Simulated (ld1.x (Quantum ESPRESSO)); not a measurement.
## Transferability test, RRKJ potential for sulfur

| Property | Result |
| --- | --- |
| Element | S (Z = 16) |
| Generator | ld1.x (Quantum ESPRESSO) 7.5 |
| Type | norm-conserving RRKJ (Kleinman–Bylander form) |
| Functional | BP86 |
| Relativity | scalar-relativistic |
| Frozen core | [Ne] |
| Valence charge | 6 |
| Reference configuration | 3s2 3p4 |
| Partial waves | 3p (bound): rc 1.45 bohr; 3d channel at 0.15 Ry: rc 1.40 bohr; 3s (bound): rc 1.20 bohr |
| Local potential | the s channel |
| Core correction | none |

Energies are relative to the spin-unpolarised reference configuration 3s2 3p4; without spin polarisation the order of configurations can differ from experiment.

Task: Give the all-electron excitation energy and the error of the potential for: 3s2 3p3; 3s2 3p2; 3s2 3p1; 3s2 3p4.3; 3s0 3p6; 3s1 3p4; 3s1 3p5.

Result:

```json
{"valence configuration": "3s2 3p3", "charge": "+1", "ΔE all-electron (eV)": "11.861", "error AE − PS (meV)": "+3.4"}
{"valence configuration": "3s2 3p2", "charge": "+2", "ΔE all-electron (eV)": "34.237", "error AE − PS (meV)": "+27"}
{"valence configuration": "3s2 3p1", "charge": "+3", "ΔE all-electron (eV)": "68.383", "error AE − PS (meV)": "+101"}
{"valence configuration": "3s2 3p4.3", "charge": "-0.3", "ΔE all-electron (eV)": "-1.738", "error AE − PS (meV)": "+0.3"}
{"valence configuration": "3s0 3p6", "charge": "0", "ΔE all-electron (eV)": "20.753", "error AE − PS (meV)": "+24"}
{"valence configuration": "3s1 3p4", "charge": "+1", "ΔE all-electron (eV)": "22.746", "error AE − PS (meV)": "+7.7"}
{"valence configuration": "3s1 3p5", "charge": "0", "ΔE all-electron (eV)": "10.316", "error AE − PS (meV)": "+4.4"}
```

ld1.x printed “convergence not achieved” for 6 of the counted tests; their residual had stalled under 1e-8, short of the target of 1e-14.
